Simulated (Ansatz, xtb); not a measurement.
# Two structures of BFGaH2N

We compare X, a singlet given by its coordinates, with Y, `FB[NH][Ga]`, a singlet. Both are isolated molecules in the gas phase, relaxed with B3LYP-D3(BJ)/def2-SVP; the shapes shown needn't be the lowest conformers.

X (Å):

```xyz
6

B    -1.2813   -2.0048   -0.0986
F    -1.8624   -3.1554   -0.2159
Ga    0.1016    0.7360    0.1813
N    -0.7159   -0.8853    0.0156
H    -0.6983    1.8656    0.9138
H     1.5402    0.8739   -0.4215
```

Close contacts (Å): B1–F2 1.29, B1–N4 1.26, Ga3–N4 1.82, Ga3–H5 1.57, Ga3–H6 1.57.

Y (Å):

```yaml
atoms:
  - { symbol: B, position_ang: [-0.0126, 1.9398, 0.0632] }
  - { symbol: F, position_ang: [0.9846, 2.8204, 0.2472] }
  - { symbol: Ga, position_ang: [-2.6877, 0.8501, 0.2501] }
  - { symbol: N, position_ang: [-1.3053, 2.1657, 0.5550] }
  - { symbol: H, position_ang: [0.2470, 0.9260, -0.5528] }
  - { symbol: H, position_ang: [-1.4475, 3.0409, 1.0632] }
```

Question: Estimate E(Y) − E(X) at the level CCSD(T)/def2-TZVP.

Answer: Calculated at CCSD(T)/def2-TZVP: E(Y) − E(X) = −32.2 kcal/mol, so structure Y lies lower.

The same difference at several levels:

```
                level               geometry  E(Y) − E(X) (kcal/mol)  departure from the last row (kcal/mol)  job, with rough time for the two
             GFN2-xTB               GFN2-xTB                     −37.7                                    −5.6              optimisation, 0.49 s
            HF/STO-3G               GFN2-xTB                      +3.1                                   +35.2               single point, 5.4 s
   r2SCAN-D4/def2-SVP               GFN2-xTB                     −29.3                                    +2.9               single point, 9.6 s
B3LYP-D3(BJ)/def2-SVP  B3LYP-D3(BJ)/def2-SVP                     −35.6                                    −3.4             optimisation, 1.9 min
         HF/def2-TZVP  B3LYP-D3(BJ)/def2-SVP                     −32.1                                    +0.1           part of the CCSD(T) run
        MP2/def2-TZVP  B3LYP-D3(BJ)/def2-SVP                     −29.4                                    +2.8           part of the CCSD(T) run
    CCSD(T)/def2-TZVP  B3LYP-D3(BJ)/def2-SVP                     −32.2                                                     single point, 3.4 min
```

HF/STO-3G puts the two in the other order. The largest departure from CCSD(T)/def2-TZVP is that of HF/STO-3G, 35.2 kcal/mol.

With harmonic frequencies from B3LYP-D3(BJ)/def2-SVP (ideal gas, rigid rotor, one conformer each, 298.15 K, 1 atm): on the last row, ΔE + ΔZPE = −27.9, ΔH = −28.2, ΔG = −28.5 kcal/mol.

The correlated steps freeze 12 core orbitals; the filled d shell of Ga is correlated, in a basis made for valence electrons. Programs: Ansatz 0.2.0, xtb 6.7.1; the last row on 1 thread of Intel(R) Xeon(R) Processor @ 2.50GHz (Skylake/Cascade Lake) on a shared host.
